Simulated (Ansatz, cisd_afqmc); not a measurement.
System: Sb, charge 0, quartet.

Total energies in def2-TZVPPD, 5 correlated electrons, 9 frozen orbitals. Radicals and triplets start from unrestricted determinants; spin-orbit coupling is neglected. Cores are frozen in correlated methods (noble-gas shells, and filled d and f shells in the p block). Past Kr the def2 sets carry scalar-relativistic core potentials. The Monte Carlo rows (phaseless AFQMC, CISD trial, step 0.005/hartree) carry one-sigma bars that omit the constraint's bias. Outlying blocks are dropped, and bars are widened where a walk drifts. Over all cases where full CI ran beside it in this data, AFQMC minus full CI had a median of +0.1 mEh and passed +0.4 mEh in a tenth of the cases. Spin-orbit terms, left out, reach several kcal/mol for Br and I, and more for heavier atoms.

```json
[
 {"method": "HF", "program": "Ansatz", "energy (Eh)": "-239.27734", "minus CCSDTQ (mEh)": "76.21"},
 {"method": "MP2", "program": "Ansatz", "energy (Eh)": "-239.33788", "minus CCSDTQ (mEh)": "15.67"},
 {"method": "CCSD", "program": "Ansatz", "energy (Eh)": "-239.35046", "minus CCSDTQ (mEh)": "3.08"},
 {"method": "CCSD(T)", "program": "Ansatz", "energy (Eh)": "-239.35292", "minus CCSDTQ (mEh)": "0.62"},
 {"method": "CCSDT(Q)", "program": "Ansatz", "energy (Eh)": "-239.35354", "minus CCSDTQ (mEh)": "0.01"},
 {"method": "CCSDTQ", "program": "Ansatz", "energy (Eh)": "-239.35355", "minus CCSDTQ (mEh)": "0.00"},
 {"method": "AFQMC/CISD", "program": "cisd_afqmc", "energy (Eh)": "-239.3535 ± 0.0001", "minus CCSDTQ (mEh)": "0.1 ± 0.1"}
]
```

Ansatz is a quantum-chemistry and plane-wave program.
